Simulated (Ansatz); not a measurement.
(KSH)2 ring (K2H2S2). The state is a triplet with charge 0. Geometry PBE0-D4/def2-SVP, that of the neutral singlet; atoms count from 1.

```tsv
atom	x (Å)	y (Å)	z (Å)
K1	-1.901	0.242	0.704
S2	-0.902	-0.107	-2.129
K3	1.609	-1.031	-0.719
S4	0.589	-0.739	2.113
H5	-0.535	1.173	-2.370
H6	1.141	0.462	2.401
```

At PBE0-D4/def2-TZVP a singlet of charge 0 lies 3.73 eV below the triplet at the same geometry.

Estimate the Mulliken populations from the PBE0/def2-TZVP orbitals of Ansatz.


```tsv
atom	charge (e)	spin (α − β)
K1	0.31	0.46
S2	-0.47	0.53
K3	0.31	0.46
S4	-0.47	0.53
H5	0.16	0.01
H6	0.16	0.01
```
Mulliken values and Mayer orders depend strongly on the basis.

Where does the spin sit?

Summed by element: K 0.92, S 1.06, H 0.03, of 2 unpaired in all. Largest on single atoms: S2 0.53, S4 0.53, K1 0.46.

And the Mayer bond orders between bonded heavy atoms (over 0.3)?

K1–K3 0.42 (4.00 Å). Values over 0.3 also appear between atoms too far apart for a bond (S2–S4 0.41 at 4.54 Å); they arise where an orbital or an unpaired electron spreads over both atoms.
